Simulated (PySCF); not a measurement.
Here is a job for PySCF.
```python
from pyscf import gto, scf, mp

mol = gto.Mole()
mol.atom = '''
    F    -0.00000000   -0.00000000   -0.70158239
    F     0.00000000    0.00000000    0.70158239
'''
mol.basis = '6-31g*'
mol.verbose = 4
mol.build()

mf = scf.RHF(mol)
mf.kernel()

pt = mp.MP2(mf)
pt.kernel()
print('E(MP2) = %.10f' % pt.e_tot)
```

Task: What does this run give for the nuclear repulsion energy, total energy, SCF-reference HOMO-LUMO gap, MP2 correlation energy, SCF-reference dipole moment?

Result: 
| Quantity | Result |
|---|---|
| nuclear repulsion energy | 30.5476 Eh |
| total energy | -199.0324 Eh |
| SCF-reference HOMO-LUMO gap | 20.97 eV |
| MP2 correlation energy | -0.3617 Eh |
| SCF-reference dipole moment | 0.00 D |
